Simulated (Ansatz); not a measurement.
Born–Oppenheimer molecular dynamics of ClGaH$_{5}$N$_{2}$ (9 atoms, charge 0, multiplicity 2). It starts at the highest image of a converged band. Of that band: The profile has 3 maxima (images 3, 6, 9) with wells between them (images 4, 8): this band takes more than one step, which may be the mechanism or a detour left from its start path. A vibrational analysis at the climbing image gives one clearly imaginary mode, 365i cm⁻¹: a first-order saddle point.

The calculation used UKS PBE/def2-SVP in Ansatz 0.2.0.

```json
{
 "ensemble": "NVE (velocity Verlet)",
 "time step": "0.5 fs",
 "steps asked": "200",
 "starting velocities drawn for": "300 K",
 "seed": "7954"
}
```

First frame:

```xyz
9
Properties=species:S:1:pos:R:3
Ga 0.037 0.253 0.048
H 0.029 0.182 1.779
N 1.585 0.409 -0.955
H 2.446 0.557 -0.417
H 1.745 -0.371 -1.604
N -1.574 -0.036 -0.815
H -2.393 -0.207 -0.222
H -1.826 0.629 -1.554
Cl -0.048 -1.415 2.201
```

Q: How far do the bonds stretch over the last three quarters of this one trajectory? (Pairs bonded in most of those frames.)

A: 
```tsv
bond	mean (Å)	spread (Å)	shortest	longest
Ga1–N3	1.873	0.030	1.82	1.91
Ga1–N6	1.882	0.029	1.84	1.93
H2–Cl9	1.351	0.023	1.30	1.39
N3–H4	1.026	0.005	1.01	1.03
N3–H5	1.028	0.003	1.02	1.04
N6–H7	1.030	0.020	0.99	1.07
N6–H8	1.032	0.025	0.99	1.08
```

Mean temperature of the second half: 309 K. The conserved energy stayed within 0.17 meV per atom of its start (net change 0.1 meV per atom), so the integration is sound. A run of 0.1 ps of so small a system gives no equilibrium averages.

Time of the run: 5.6 min on 4 threads of Arm Neoverse V1, with other jobs on the host, peak memory 0.2 GiB.
